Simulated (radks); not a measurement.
Results of a calculation; reference values are marked as such.
Initial-state core-level shifts of neutral gold when its valence configuration changes from [Xe] 4f14 5d10 6s1. Level of theory: Dirac Kohn-Sham, BLYP, spin-unpolarised, spherical densities, point nucleus; open shells are shared between the two j in proportion to 2j + 1 (a radial shooting solver on a logarithmic mesh with Libxc functionals). Shifts are changes of the shell-averaged eigenvalues in eV (positive: less bound).

valence,1s,4s,4p,5s
4f14 5d8 6s1 6p2,-9.895,-10.014,-10.013,-9.719
4f13 5d8 6s1 6p3,-27.525,-28.626,-28.072,-18.988
4f14 5d9 6s1 6p1,-4.960,-5.019,-5.019,-4.913
4f14 5d7 6s1 6p3,-14.952,-15.127,-15.123,-14.561
4f12 5d8 6s1 6p4,-46.063,-47.975,-46.825,-28.481
4f14 5d9 6s2,-2.874,-2.964,-2.965,-2.846
4f13 5d10 6s1 6p1,-17.129,-18.127,-17.579,-8.999
4f14 5d6 6s1 6p4,-20.152,-20.371,-20.363,-19.448
4f13 5d10 6s2,-14.973,-16.002,-15.454,-6.860
